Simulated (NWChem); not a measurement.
Molecule: HSeOF; SMILES O[Se]F

```xyz
4

Se     0.3994     0.0126     0.0049
F     -0.6801    -1.3833     0.0104
O     -0.7949     1.3159     0.0711
H     -1.0987     1.4927    -0.8305
```
Atoms are numbered in this order, from 1.

Structure relaxed at the PBE0/def2-SVP level.

Task: List the 4 lowest vertical singlet excitations from CAM-B3LYP/def2-SVPD, TDA (NWChem).

Result: 
```csv
state,energy (eV),oscillator strength,leading excitation (squared amplitude)
S1,3.36,0.000,HOMO → LUMO (0.97)
S2,4.37,0.005,HOMO → LUMO+1 (0.94)
S3,6.15,0.064,HOMO → LUMO+2 (0.96)
S4,7.28,0.049,HOMO → LUMO+3 (0.76)
```
